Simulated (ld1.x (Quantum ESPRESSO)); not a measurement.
**Bi (Z = 83), TM: configuration errors across variants**

ld1.x (Quantum ESPRESSO) 7.5 input, shortened:

```
&input
   title='Bi', zed=83., rel=1, dft='PBESOL', iswitch=3,
   config='[Xe] 4f14 5d10 6s1.5 6p3.5'
 /
 &inputp
   pseudotype=2, tm=.true., lloc=-1, rcloc=1.30,
   nlcc=.true., rcore=0.85
 /
3
6S  1  0   1.50   0.00  1.60  1.60  0.0
6P  2  1   3.50   0.00  2.40  2.40  0.0
5D  3  2  10.00   0.00  1.80  1.80  0.0
 &test
   configts(1)='5d10 6s1.5 6p3.5'
 /
```

All-electron excitation energies from the reference (eV): (1) 5d10 6s2 6p3 -5.014; (2) 5d10 6s2 6p2 2.935; (3) 5d10 6s2 6p1 18.226; (4) 5d9 6s2 6p3 28.298; (5) 5d9 6s2 6p4 19.149; (6) 5d10 6s2 6p3.3 -6.114; (7) 5d10 6s2 6p0 41.583.

3 further variants failed, have other tests or too few solved ones, and are left out.

A true bound ghost makes a file unfit for plane-wave use even where its test errors are small: the radial tests pick states by their node count and pass the ghost by. Where a test does run into it, the solver fails or the error is huge.

Errors AE − PS in meV (a dash: test not solved or not reliable):

```csv
change,(1),(2),(3),(4),(5),(6),(7),bound ghosts
base,0.0,-5.9,-17,-94,-140,+1.4,-42,"s, p"
wave 6p (bound): rc 2.40 bohr becomes 6p (bound): rc 1.90 bohr,+0.7,-3.6,-11,-92,-121,+1.8,-27,"s, p"
wave 5d (bound): rc 1.80 bohr becomes 5d (bound): rc 1.62 bohr,0.0,-6.0,-17,-96,-142,+1.4,-42,"s, p"
wave 6s (bound): rc 1.60 bohr becomes 6s (bound): rc 1.90 bohr,+0.1,-5.2,-15,-117,-161,+1.4,-37,"s, p"
"all radii but the core radius scaled by about 0.82 (s 1.32, p 1.98, d 1.48 bohr); local potential all-electron potential smoothed inside 1.08 bohr (lloc = -1)",-5.9,-16,-33,-9.6,-61,-3.6,-71,"s, p"
```

(1) Give the same row for: local potential all-electron potential smoothed inside 1.50 bohr (lloc = -1).

## Answers

(1) -0.5, -6.4, -20, –, –, +0.3, -44; bound ghosts: s, p. Not counted: 5d9 6s2 6p3 (solver errors, printed error -1462 eV); 5d9 6s2 6p4 (solver errors, printed error -1920 eV).
